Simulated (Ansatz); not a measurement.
One change: `[F][AlH][CH](F)[SiH3]` becomes `FC([SiH3])[TeH]`.

Ansatz, PBE0-D4/def2-TZVP geometries, multiplicity 1. Each molecule was computed in one conformer, which needn't be the lowest.

Elements past krypton have def2 core potentials.  Spin–orbit coupling is left out; it splits and shifts lone-pair levels of the heavy atoms by tenths of an eV.

```
                                          property  `[F][AlH][CH](F)[SiH3]`
             LUMO energy (ωB97M-V/def2-TZVPP) / eV                     0.33
                LUMO energy (PBE0/def2-TZVPP) / eV                    -1.26
               HOMO energy (B3LYP/def2-TZVPP) / eV                    -7.78
               HOMO–LUMO gap (PBE/def2-TZVPP) / eV                     4.59
             HOMO energy (ωB97M-V/def2-TZVPP) / eV                   -10.20
size of the dipole moment (ωB97M-V/def2-TZVPP) / D                     0.52
```

Q: What does the change do to each property? (An estimate is asked.)

A: The calculation gave: 
```
                                          property  `FC([SiH3])[TeH]`  shift
             LUMO energy (ωB97M-V/def2-TZVPP) / eV               0.77   0.44
                LUMO energy (PBE0/def2-TZVPP) / eV              -1.04   0.22
               HOMO energy (B3LYP/def2-TZVPP) / eV              -6.42   1.36
               HOMO–LUMO gap (PBE/def2-TZVPP) / eV               3.74  -0.85
             HOMO energy (ωB97M-V/def2-TZVPP) / eV              -8.75   1.45
size of the dipole moment (ωB97M-V/def2-TZVPP) / D               1.37   0.85
```

With PBE0 the HOMO rises by 1.36 eV and the LUMO rises by 0.22 eV, so the gap narrows by about 1.14 eV. PBE moves the HOMO by 1.03 eV and ωB97M-V by 1.45 eV. Dipoles are sizes alone; their direction can turn.

B3LYP here is the variant with VWN-RPA as its local correlation; programs differ in this.
